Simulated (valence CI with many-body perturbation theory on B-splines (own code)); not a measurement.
Values are calculated unless marked as measured or tabulated.
From CI to CI+MBPT in W²⁵⁺

Level of theory: configuration interaction combined with many-body perturbation theory (CI+MBPT): three valence electrons over a frozen Dirac-Fock core [Kr] 4d10, a basis of 8 s, 8 p, 9 d, 9 f, 6 g, 3 h, 2 i functions for each j, with the one-electron correlation potential Σ1, the two-electron term Σ2, the three-electron term Σ3, Breit, model QED; selected CI, second order for the rest (own B-spline code, finite nucleus).

No measured levels were compared; by estimate terms of the open shell hold to a few per cent of their energy, and close levels can change places. Core correlation moves these levels by up to 48000 cm⁻¹, and in measured spectra 5 to 20 % of such shifts remained as error; rates that hang on mixing are uncertain with them.

Each rung adds one term. CI alone is the Dirac-Coulomb CI over the frozen core; QED comes last and gives the full result, which names the levels. Energies are above 4f3 4I°_9/2 on the same rung, in eV.

Names give the largest LS component (configuration and term), which can be under half, so a name can repeat, a term be missing and a line seem to break the LS rules; names also repeat where a configuration has a term twice. Letters in brackets count levels of one name in rising energy.

| Level | CI alone | + Σ1 | + Σ2 | + Σ3 | + Breit | Full |
| --- | --- | --- | --- | --- | --- | --- |
| 4f3 4I°_11/2 | 2.498 | 2.563 | 2.649 | 2.657 | 2.497 | 2.510 |
| 4f3 4F°_3/2 | 4.544 | 4.565 | 4.235 | 4.262 | 4.334 | 4.335 |
| 4f3 4I°_13/2 | 4.662 | 4.771 | 4.890 | 4.900 | 4.602 | 4.622 |
| 4f3 2H°_9/2 [a] | 5.588 | 5.654 | 5.630 | 5.584 | 5.472 | 5.482 |
| 4f3 4F°_5/2 | 6.234 | 6.297 | 6.038 | 6.042 | 6.022 | 6.031 |
| 4f3 4I°_15/2 | 6.553 | 6.691 | 6.812 | 6.818 | 6.407 | 6.431 |
| 4f3 4S°_3/2 | 6.781 | 6.863 | 6.642 | 6.768 | 6.706 | 6.719 |
| 4f3 4F°_7/2 | 6.997 | 7.081 | 6.956 | 6.918 | 6.796 | 6.809 |
| 4f3 4G°_5/2 | 7.284 | 7.344 | 6.973 | 6.993 | 6.987 | 6.995 |
| 4f3 4G°_7/2 | 8.431 | 8.530 | 8.238 | 8.255 | 8.162 | 8.177 |
| 4f3 4F°_9/2 | 8.874 | 9.013 | 8.939 | 8.922 | 8.675 | 8.698 |
| 4f3 2K°_13/2 | 9.144 | 9.257 | 9.191 | 9.177 | 8.909 | 8.927 |
| 4f3 2H°_11/2 [a] | 9.091 | 9.226 | 9.201 | 9.195 | 8.921 | 8.943 |
| 4f3 2D°_3/2 [a] | 10.056 | 10.177 | 9.839 | 9.918 | 9.812 | 9.830 |
| 4f3 2G°_7/2 [a] | 10.169 | 10.315 | 10.249 | 10.207 | 9.991 | 10.015 |
| 4f3 2P°_1/2 | 10.383 | 10.485 | 10.103 | 10.251 | 10.185 | 10.199 |
| 4f3 4G°_9/2 | 10.578 | 10.718 | 10.465 | 10.476 | 10.251 | 10.274 |
| 4f3 2K°_15/2 | 10.869 | 11.005 | 10.833 | 10.839 | 10.480 | 10.501 |
| 4f3 2D°_5/2 [a] | 11.226 | 11.325 | 10.914 | 10.982 | 10.955 | 10.966 |

Question: How does the ionisation energy move along the ladder, and which term matters most?

Answer: CI alone 773.74, + Σ1 777.34, + Σ2 783.32, + Σ3 783.35, + Breit 783.32, + QED 783.37 eV. The largest step is Σ2, 5.99 eV. NIST lists 784.4 ± 1.9 eV (semi-empirical).
